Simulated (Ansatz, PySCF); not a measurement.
System: HS$_{2}$, charge 0, doublet. HS2 (SMILES [S]S, doublet).
B3LYP-D3(BJ)/def2-TZVP minimum from Ansatz (a quantum-chemistry and plane-wave program):
```
S
H 1 1.3565
S 1 1.9776 2 102.01
```
Charge 0, spin multiplicity 2.

Atomisation energy term by term, kcal/mol (programs: Ansatz). Radicals and triplets start from unrestricted determinants; spin-orbit coupling is neglected. Cores are frozen in correlated methods. Rows without X2C or -DK are non-relativistic. CBS(X,Y): correlation extrapolated as X^-3, Hartree-Fock from the larger set (Q,5: extrapolated as (X+1)exp(-9√X)). A bracket is a step between two methods taken in the basis named. 'core' is core correlation in cc-pwCVTZ (1s frozen past Ne), 'X2C' scalar relativity in cc-pVTZ-DK, both at CCSD(T). For partners of very few electrons the exact lower level stands in for a higher one.

```tsv
term	basis	kcal/mol
Hartree-Fock	CBS(cc-pV(Q+d)Z,cc-pV(5+d)Z)	97.73
CCSD correlation	CBS(cc-pV(Q+d)Z,cc-pV(5+d)Z)	60.28
(T)	CBS(cc-pV(Q+d)Z,cc-pV(5+d)Z)	6.39
CCSDT(Q) - CCSD(T)	cc-pV(T+d)Z	0.44
CCSDTQ - CCSDT(Q)	cc-pV(D+d)Z	-0.04
core correlation	cc-pwCVTZ	0.64
scalar relativity	X2C, cc-pVTZ-DK	-0.45
minus zero-point energy	Hessian by PySCF at B3LYP-D3(BJ)/def2-TZVP	-5.78
sum: D0		159.2
```

The step beyond CCSD(T) by other levels: CCSDTQ in cc-pV(D+d)Z 0.55; CCSDT(Q) in cc-pV(D+d)Z 0.59 kcal/mol.
